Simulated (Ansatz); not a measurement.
Input file for Ansatz (a quantum-chemistry and plane-wave program): U-CAM-B3LYP/def2-TZVPP on O2 (SMILES O=O).

Ansatz 0.2 input:
```yaml
crystal:
  periodic: [false, false, false]
  atoms:
    - {symbol: O, position_ang: [0.00000000, -0.00000000, 0.60215214]}
    - {symbol: O, position_ang: [-0.00000000, 0.00000000, -0.60215214]}
basis:
  gaussian:
    orbitals: def2-TZVPP
hamiltonian:
  xc: {name: CAM-B3LYP}
magnetization: {spin_polarized: true, initial_magnetization: 2}
```

It printed:

```
WARN ansatz: RAYON_NUM_THREADS=4 ignored (pool sized by the plan → 4); use --threads N
Functional definition: CAM-B3LYP
integrals: 0.01 GiB planned
302 factors; their error is unknown
integrals: 0.04 GiB planned
60 factors; integrals over basis functions are off by at most 8.6e-5 eV
mean field: 0.16 GiB planned
mean field evaluation 1: about -4090.6519 eV, gradient 1.2e1 eV
mean field evaluation 2: about -4091.0181 eV, gradient 4.9e0 eV
mean field evaluation 4: about -4091.0783 eV, gradient 3.3e-1 eV
mean field evaluation 8: about -4091.0917 eV, gradient 6.7e-4 eV
mean field -4091.09173963 eV, -150.3448483898 hartree, gradient 2.4e-5 eV, S^2 2.009344; 0 other end points of the search recorded, 0 dependent functions left out
reference -4091.09180382 eV, -150.3448507487 hartree; 9, 7 occupied and 53, 55 virtual orbitals, 302 factors
Total energy: -4091.09180382 eV, -150.3448507487 hartree
```

The run converged.

Cost: around 0.7 core-seconds (rough).
